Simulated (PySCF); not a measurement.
Species: 1-bromo-2,2-difluoroethylene, C2HBrF2.
InChI=1S/C2HBrF2/c3-1-2(4)5/h1H

Theory: PySCF, TDDFT PBE0/def2-SVPD, vertical, gas phase, core orbitals frozen in the response. Geometry: PBE0-D3(BJ)/def2-SVP; no solvent, vibrations or thermal averaging. The PBE0/def2-SVPD calculation is non-relativistic and has no spin–orbit coupling, an omission that weighs most on bromine.

Computed states:

```
state  E (eV)       f
   S1    5.43  0.0009
   S2    6.67  0.0009
   S3    6.70  0.0055
   S4    6.86   0.260
   S5    7.15  0.0000
   S6    7.52  0.0006
   S7    7.91   0.024
   S8    8.06   0.023
   S9    8.08   0.056
  S10    8.16   0.019
```

Each state is given a Gaussian of 0.4 eV full width at half maximum, with ε(max) = 2.175×10⁸ f / Δν̃ (Δν̃ the width in cm⁻¹). The width is an assumption, not a result. The curve ends short of the highest state used, and states not computed would add to its high-energy end.

(1) What does the envelope look like, and where are its maxima?

(2) Coming from long wavelengths, where does ε first pass 100 L mol⁻¹ cm⁻¹?

(3) On this curve, what absorbance would a 10⁻⁴ mol/L sample give at 222 nm over a 1 cm path?

## Answers

(1) 
(λ (nm), ε (L mol⁻¹ cm⁻¹)): (164.0, 286), (166.6, 130), (169.2, 449), (171.9, 2148), (174.5, 6424), (177.2, 12992), (179.8, 17431), (182.5, 16444), (185.1, 11317), (187.8, 5707), (190.4, 2289), (193.1, 703), (195.7, 186), (198.4, 40), (201.0, 8), (203.7, 1), (206.3, 0), (209.0, 1), (211.6, 2), (214.3, 7), (216.9, 14), (219.6, 26), (222.2, 40), (224.9, 52), (227.5, 58), (230.2, 56), (232.8, 48), (235.4, 36), (238.1, 24), (240.7, 15), (243.4, 8), (246.0, 4), (248.7, 2), (251.3, 1), (254.0, 0), (256.6, 0)

Maxima: 228 nm (5.43 eV), ε about 58, made up of S1 (100%); 181 nm (6.86 eV), ε about 18000, made up of S4 (98%) (ε in L mol⁻¹ cm⁻¹; maxima over ε = 5, shares over 10%). At its high-energy end, 7.56 eV, the curve is still rising (ε about 290, from S6, S7 and S9).

(2) At about 197 nm (6.30 eV), 0.87 eV above S1.

(3) 222 nm is 5.585 eV, where ε is about 39 L mol⁻¹ cm⁻¹, so A = ε c l ≈ 0.0039 (Beer–Lambert, with the gas-phase spectrum and the assumed width).

All these states lie below the vertical ionisation energy of 9.70 eV (ΔSCF).

Time: 20 s (grids of density and orbitals included); peak memory 0.58 GiB. Hardware: an Arm Neoverse V1 with one thread (shared host).
